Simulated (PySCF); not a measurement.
Input for PySCF: R-BP86/LANL2DZ on ClFGeH2 (SMILES [F][GeH2][Cl]), a point of a bond scan (R = 2.581 Å).

```python
from pyscf import gto, scf, dft, mp
from pyscf.data.elements import chemcore

mol = gto.M(
    atom='''
    Ge   -0.48721924   -0.28782149    0.04175761
    F    -1.17043530    1.31354765    0.03434333
    Cl    2.07042853    0.00791831   -0.13746510
    H    -0.82640627   -0.91124549    1.39620161
    H    -0.99927659   -0.99707760   -1.21242615
    ''',
    basis='lanl2dz',
    ecp={'Cl': 'lanl2dz', 'Ge': 'lanl2dz'},
    charge=0, spin=0, verbose=3, max_memory=1800)
mf = dft.RKS(mol, xc='b88,p86')
mf.conv_tol = 1e-8
mf.max_cycle = 100
mf.kernel()
if not mf.converged:
    mf = mf.newton().run(mf.mo_coeff, mf.mo_occ)
```

Output:

```
converged SCF energy = -119.852474405031
```

The calculation finished and met its thresholds.

Cost: roughly 2.5 core-seconds.
